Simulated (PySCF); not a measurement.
Electric field gradients and quadrupole coupling constants

Species: C₆H₉O₃P.
Structure used (GFN2-xTB), in Å, numbered top down from 1:
```xyz
19
C6H9O3P angstrom
C     -0.9664    2.8715    0.8138
C     -1.1486    1.6886    0.8435
C     -1.3382    0.2607    0.8717
P     -0.8790   -0.5324   -0.7681
C     -0.9873   -2.3132   -0.1749
O     -2.3169   -2.6577    0.1221
C      0.9549   -0.3419   -0.5493
O      1.7272   -1.2063   -0.2306
O      1.2552    0.9166   -0.8290
C      2.6116    1.3344   -0.7026
H     -0.8190    3.9095    0.7964
H     -2.3937    0.0198    1.0380
H     -0.7408   -0.1912    1.6717
H     -0.4123   -2.4393    0.7473
H     -0.5559   -2.9689   -0.9430
H     -2.8278   -2.6766   -0.6948
H      2.7601    1.7796    0.2823
H      3.2787    0.4795   -0.8239
H      2.7884    2.0767   -1.4779
```

Field gradients from the PBE0/pcSseg-1 density (PySCF, non-relativistic), principal values in atomic units, ordered |Vxx| ≤ |Vyy| ≤ |Vzz|:

| atom | Vxx | Vyy | Vzz |
| --- | --- | --- | --- |
| O6 | 0.0708 | 1.8910 | -1.9618 |
| O8 | 0.6169 | 0.8662 | -1.4831 |
| O9 | -0.5938 | -1.1270 | 1.7208 |

**Question.** Find the asymmetry η = (Vxx − Vyy)/Vzz and the couplings χ = eQV/h (234.96 MHz × Q in barn × V in au), with Q(17O) = −0.0256 b.

**Answer.** 
```csv
atom,environment,nucleus,η,χzz (MHz),χxx (MHz),χyy (MHz)
O6,alcohol oxygen,17O,0.93,11.80,-0.43,-11.37
O8,carbonyl oxygen,17O,0.17,8.92,-3.71,-5.21
O9,oxygen singly bound to a carbonyl carbon,17O,0.31,-10.35,3.57,6.78
```

At O6 η is above 0.9: Vyy and Vzz are nearly equal in size and opposite in sign, so a small change could swap them and flip the sign of χzz. The tensor is traceless: Vxx + Vyy + Vzz = 0.

**Question.** What is Vzz at O6 in SI units (1 au = 9.71736 × 10²¹ V/m²)?

**Answer.** -1.9618 au = -19.064 × 10²¹ V/m².

Were the hydrogens deuterons (Q(2H) = 0.00286 b), χzz would run from 193 kHz (H15) to 312 kHz (H16).

The structure is a single GFN2-xTB conformer in the gas phase; no vibrational or solvent corrections. GFN2-xTB bond lengths can be off by several hundredths of an ångström, more for odd bonds, and the gradients follow them. With a basis this small, the couplings can be 20 % off.

The run behind these numbers computed NMR shieldings as well. Hardware: Arm Neoverse V1, one thread, shared host. Cost: 56 s wall (with the writing of density and orbital grids), 1.1 GiB resident at most.
